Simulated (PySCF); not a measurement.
A geometry optimisation on `O=C/C(Br)=C\Cl`.

Computed with PBE0-D3(BJ)/def2-SVP geometry optimisation, gas phase (PySCF 2.14.0). Start geometry: GFN2-xTB. The input is one job of a driver script: a line of settings, then coordinates in Å.

Input:
```
{"job": {"xc": "PBE0", "basis": "def2-SVP", "d3": "d3bj", "grid": 1, "maxiter": 30, "shake": 0.01, "kind": "geom"}, "charge": 0, "multiplicity": 1}
O     -1.674100    -1.025930    -0.452540
C     -1.302580     0.025570     0.011790
C      0.099980     0.379220     0.161820
Br     0.480620     2.080410     0.945120
C      1.174350    -0.377120    -0.187670
Cl     1.043470    -1.898050    -0.883620
H     -1.972310     0.815040     0.377330
H      2.205690    -0.018290    -0.024680
```

Q: What does the run print?

A: 
```
step   0  E = -3223.80040867  max force = 0.033729
step   1  E = -3223.80072982  max force = 0.010045
step   2  E = -3223.80116844  max force = 0.009909
step   3  E = -3223.80196447  max force = 0.006889
step   4  E = -3223.80185442  max force = 0.007959
step   5  E = -3223.80244501  max force = 0.002302
step   6  E = -3223.80235201  max force = 0.003830
step   7  E = -3223.80254166  max force = 0.000806
step   8  E = -3223.80257398  max force = 0.000388
step   9  E = -3223.80260580  max force = 0.000596
step  10  E = -3223.80263393  max force = 0.000357
step  11  E = -3223.80263877  max force = 0.000470
step  12  E = -3223.80263941  max force = 0.000061
optimisation converged
```

Energies in Eh; «max force» is the largest Cartesian gradient component in Eh/bohr.

Q: Give the first gradient maximum in eV/Å.

A: With 1 Eh/bohr = 51.422 eV/Å, 1.734 eV/Å.

Q: How much energy does the optimisation release, in kcal/mol?

A: E(step 0) − E(last step) = 0.002231 Eh, which is 1.4 kcal/mol.

In short: final energy -3223.80264 Eh after 12 steps; dipole 2.05 D.

Q: Estimate the wall time. Hardware: Arm Neoverse V1, one thread, no GPU (shared host). And the peak memory of the process?

A: About 71 s, with 0.50 GiB resident at the peak, the Python interpreter and its libraries included.
Labels such as C1 count atoms from 1, the log's own numbers from 0.
